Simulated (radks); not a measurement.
Spherical jellium clusters: N electrons in a uniform positive sphere of charge N and radius rs N^(1/3), rs = 5.15 bohr. Method: non-relativistic Kohn-Sham, PBEsol, spin-polarised, spherical densities; computed with a radial shooting solver with Libxc functionals. Levels are named by radial order and angular momentum (1s, 1p, 1d, 2s, ...), and open shells are averaged over m.

N = 7, configuration 1s2 1p(up 3, down 2). This is the lowest configuration that the search found. Occupied levels:

level,occupation,eigenvalue (eV),<r> (bohr)
1s up,1,-3.4188,6.651
1s down,1,-3.2941,6.566
1p up,3,-2.6220,7.874
1p down,2,-2.4766,7.878

Energy (eV): total -12.0473, kinetic 7.7717, external -160.65, Hartree 79.745, exchange-correlation -20.124, background 81.207.
